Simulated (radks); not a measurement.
The numbers below are computed, except where a source is named.
Excited configurations of Ne II: one electron is placed in a higher orbital outside [He] 2s2 2p4. The ground configuration is [He] 2s2 2p5. Code: a radial shooting solver on a logarithmic mesh with Libxc functionals. Model: scalar-relativistic Kohn-Sham, PBE, spin-polarised, spherical densities, finite nucleus; open shells are filled with parallel spins first; Fermi nuclear charge, rms radius 3.0055 fm. Excitation = E - E(ground); binding = E(ion) - E, where the ion is the core of charge +2; n* = 2/sqrt(2 binding) in atomic units, and the quantum defect is n - n*.

| outer orbital | excitation (eV) | binding (eV) | n* | quantum defect | eigenvalue (eV) |
|---|---|---|---|---|---|
| 3p | 30.900 | 10.471 | 2.280 | 0.720 | -7.875 |
| 3d | 34.878 | 6.493 | 2.895 | 0.105 | -4.622 |
| 4p | 36.005 | 5.366 | 3.185 | 0.815 | -4.210 |
| 4d | 37.455 | 3.916 | 3.728 | 0.272 | -2.988 |
| 5s | 37.615 | 3.756 | 3.807 | 1.193 | -3.048 |
| 5p | 38.125 | 3.246 | 4.095 | 0.905 | -2.615 |
| 6s | 38.925 | 2.446 | 4.717 | 1.283 | -2.011 |
| 6p | 39.194 | 2.177 | 5.000 | 1.000 | -1.783 |
| 6d | 39.563 | 1.808 | 5.487 | 0.513 | -1.470 |
| 7p | 39.807 | 1.564 | 5.899 | 1.101 | -1.296 |
| 7f | 40.101 | 1.270 | 6.545 | 0.455 | -1.041 |

The Delta-SCF ionisation energy is 41.371 eV (NIST Atomic Spectra Database: 40.963 eV, measured). Self-interaction in the functional shifts the binding energies and quantum defects, so they are the method's values and not measured ones. Open shells are spherical and high-spin; term and fine-structure splittings are not resolved.
